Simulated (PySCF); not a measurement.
# Two-component Hartree-Fock for Yb⁴⁺ (ytterbium, charge +4)

Start: [Xe] 4f12; 4f5/2 filled at m_j = -5/2, -3/2, -1/2, +1/2, +3/2, +5/2; 4f7/2 filled at m_j = -3/2, -1/2, +1/2, +3/2, +5/2, +7/2. Calculated with PySCF 2.14 in x2c-TZVPPall-2c (11s11p10d4f2g, 140 functions): generalised Hartree-Fock with the X2C-1e Hamiltonian and a Gaussian nucleus; one run each with spin-orbit coupling (SO) switched off, then screened by Boettger's factors.

| spinor shell | electrons | ε, spin-free (eV) | ε, screened SO (eV) | weight of nominal j (screened SO) | rms radius, screened SO (bohr) |
| --- | --- | --- | --- | --- | --- |
| 1s1/2 | 2 | -61704.0 | -61688.5 | 1.000 | 0.0223 |
| 2s1/2 | 2 | -10634.8 | -10630.0 | 1.000 | 0.0901 |
| 2p1/2 | 2 | -9378.3 | -10122.0 | 1.000 | 0.0768 |
| 2p3/2 | 4 | -9378.3 | -9069.8 | 1.000 | 0.0838 |
| 3s1/2 | 2 | -2499.8 | -2498.2 | 1.000 | 0.231 |
| 3p1/2 | 2 | -2114.0 | -2274.5 | 1.000 | 0.222 |
| 3p3/2 | 4 | -2114.0 | -2046.4 | 1.000 | 0.237 |
| 3d3/2 | 4 | -1640.7 | -1670.1 | 1.000 | 0.210 |
| 3d5/2 | 6 | -1640.7 | -1619.7 | 1.000 | 0.214 |
| 4s1/2 | 2 | -566.60 | -566.16 | 1.000 | 0.518 |
| 4p1/2 | 2 | -437.09 | -474.78 | 0.999 | 0.529 |
| 4p3/2 | 4 | -437.09 | -421.09 | 0.999 | 0.561 |
| 4d3/2 | 4 | -262.96 | -270.64 | 0.983 | 0.594 |
| 4d5/2 | 6 | -262.96 | -257.53 | 0.988 | 0.606 |
| 5s1/2 | 2 | -116.08 | -116.01 | 1.000 | 1.25 |
| 5p1/2 | 2 | -80.917 | -86.485 | 0.993 | 1.37 |
| 5p3/2 | 4 | -80.917 | -78.566 | 0.996 | 1.47 |
| 4f5/2 | 6 | -71.311 | -72.553 | 0.909 | 0.757 |
| 4f7/2 | 6 | -71.311 | -69.929 | 0.923 | 0.771 |

```tsv
quantity	spin-free	screened SO
E (hartree)	-14046.30974	-14059.50100
M_J	6	6
⟨J²⟩	42.008	42.008
⟨L²⟩	30.007	30.202
⟨S²⟩	2.001	2.080
```

Each row is a mean over spinors that exchange with the open shell spreads, by up to 14.401 eV (4d5/2).

Breit and QED terms are absent; they matter most for the inner s and p1/2 levels.

Densities and radii are taken from the X2C orbitals without a picture-change correction, which distorts them close to the nucleus.

Without spin-orbit coupling the j labels of p, d and f shells carry no meaning; the spin-free column gives the mean over the occupied spinors of each nl shell.
